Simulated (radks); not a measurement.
Spherical quantum dot in the effective-mass picture: electrons in a well V = -V0 / (1 + exp((r - R)/a)) with V0 = 25.4, R = 2.89, a = 0.19, all in effective atomic units (hartree* = m*/eps^2 hartree, bohr* = eps/m* bohr), one dielectric constant everywhere. Method: non-relativistic Kohn-Sham, PBE, spin-polarised, spherical densities; computed with a radial shooting solver with Libxc functionals. Levels are named by radial order and angular momentum (1s, 1p, 1d, 2s, ...), and open shells are averaged over m. Results are scaled to m* = 0.057 and eps = 7.8, for which hartree* = 25.49 meV and bohr* = 7.241 nm.

N = 14, configuration 1s2 1p6 1d(up 5, down 1). This is the lowest configuration that the search found. Occupied and some empty levels:

level,occupation,eigenvalue (meV),<r> (nm)
1s up,1,-456.84,12.04
1s down,1,-454.77,11.91
1p up,3,-445.28,13.05
1p down,3,-442.92,13.00
1d up,5,-427.54,13.81
1d down,1,-425.01,13.79
1f up,0,-404.67,14.42
2s up,0,-403.97,9.700
2s down,0,-403.01,9.721
1f down,0,-402.06,14.42
2p up,0,-374.85,11.17
2p down,0,-373.49,11.16

Energy (meV): total -7327.72, kinetic 489.86, external -8875.4, Hartree 1245.1, exchange-correlation -187.22.

Electron density:

r (nm),n(r) (e/nm^3)
1.22,0.0001198
2.59,0.0001484
3.95,0.0002022
5.31,0.0002858
6.68,0.0004006
8.04,0.0005403
9.40,0.0006860
10.8,0.0008049
12.1,0.0008545
13.5,0.0007980
14.9,0.0006296
16.2,0.0003960
17.6,0.0001852
18.9,0.00005961
20.3,0.00001247
21.7,1.715e-06
23.0,1.739e-07
24.4,1.521e-08
25.8,1.228e-09
27.1,9.897e-11
